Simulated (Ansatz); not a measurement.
C3H10OSeSi (SMILES CC(C)[Se]O[SiH3]), singlet, at a GFN2-xTB geometry, with bond 5-2 at 1.8 times its length; SC-NEVPT2/STO-3G, CASSCF(2,3) in Ansatz (an electronic-structure program).

Here is a job for Ansatz.
Ansatz 0.2 input:
```yaml
crystal:
  periodic: [false, false, false]
  atoms:
    - {symbol: Se, position_ang: [0.14292043, -0.04679531, 0.97089339]}
    - {symbol: C, position_ang: [-0.76303110, -1.24222462, -0.33910612]}
    - {symbol: C, position_ang: [-1.56325169, -2.27162819, 0.44110015]}
    - {symbol: C, position_ang: [0.26163487, -1.87306417, -1.26132415]}
    - {symbol: H, position_ang: [-1.96877147, -0.06509527, -1.36124805]}
    - {symbol: H, position_ang: [-2.10150190, -2.92143864, -0.24713188]}
    - {symbol: H, position_ang: [-0.90177525, -2.88769181, 1.04922061]}
    - {symbol: H, position_ang: [-2.28545006, -1.78862617, 1.09754762]}
    - {symbol: H, position_ang: [0.87541957, -1.10425278, -1.72641230]}
    - {symbol: H, position_ang: [-0.23612878, -2.44048697, -2.04670204]}
    - {symbol: H, position_ang: [0.91161344, -2.54515810, -0.70411933]}
    - {symbol: O, position_ang: [0.92447545, 1.07800888, -0.23459426]}
    - {symbol: Si, position_ang: [0.33363914, 2.27415164, -1.17112136]}
    - {symbol: H, position_ang: [-0.61930514, 1.73707773, -2.15046707]}
    - {symbol: H, position_ang: [1.58998178, 2.69312048, -1.77693866]}
    - {symbol: H, position_ang: [-0.33812551, 3.29606866, -0.36997558]}
basis:
  gaussian:
    orbitals: STO-3G
magnetization: {spin_polarized: false}
correlation: {method: sc_nevpt2, electrons: all, active_space: {window: {electrons: 2, orbitals: 3}}}
```

What does Ansatz print? Leave out banner, timings and long lists.


```
Functional definition: HF
709 factors; integrals over basis functions are off by at most 3.5e-5 eV
mean field evaluation 1: about -77571.5079 eV, gradient 2.7e1 eV
mean field evaluation 2: about -77571.7487 eV, gradient 2.7e1 eV
mean field evaluation 4: about -77575.0061 eV, gradient 2.6e0 eV
mean field evaluation 8: about -77575.0398 eV, gradient 5.5e-2 eV
mean field -77575.03984543 eV, -2850.8301320691 hartree, gradient 1.7e-6 eV, S^2 0.000000; 0 other end points of the search recorded, 0 dependent functions left out; unrestricted orbitals would lower it
reference -77575.03984543 eV, -2850.8301320691 hartree; 42, 42 occupied and 15, 15 virtual orbitals, 709 factors
state -77577.37862583 eV, -2850.9160806634 hartree
state -77577.37862583 eV, -2850.9160806634 hartree; corrected -77584.13911293 eV, -2851.1645239819 hartree
WARN: 1 active orbitals are nearly empty or full. The corrections depend on them more than the energy does, and are more stable in an active space without them
Total energy: -77584.13911293 eV, -2851.1645239819 hartree
```
